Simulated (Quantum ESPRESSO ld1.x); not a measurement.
Q: The calcium ion Ca4+, 16 electrons, occupied as [Ne] 3s2 3p4 (the NIST ground configuration). Calculated with ld1.x of Quantum ESPRESSO 7.5: non-relativistic Kohn-Sham, LDA (Slater exchange, Perdew-Wang correlation), spin-polarised, spherical densities, point nucleus; open shells are filled with parallel spins first. Some entries of the table are withheld. Estimate them.

| orbital | occ. | eigenvalue (eV) | <1/r> (bohr^-1) |
|---|---|---|---|
| 1s up | 1 | -3976.78 | 19.49 |
| 1s down | 1 | -3976.03 | 19.49 |
| 2s up | 1 | -467.266 | 4.001 |
| 2s down | 1 | -466.500 | 4.003 |
| 2p up | 3 | -392.517 | 3.939 |
| 2p down | 3 | -391.575 | 3.939 |
| 3s up | 1 | (1) | 1.275 |
| 3s down | 1 | (2) | 1.268 |
| 3p up | 3 | -78.6436 | 1.180 |
| 3p down | 1 | -75.7920 | 1.171 |

A: 
(1) 3s up eigenvalue (eV): -98.0627
(2) 3s down eigenvalue (eV): -95.0980
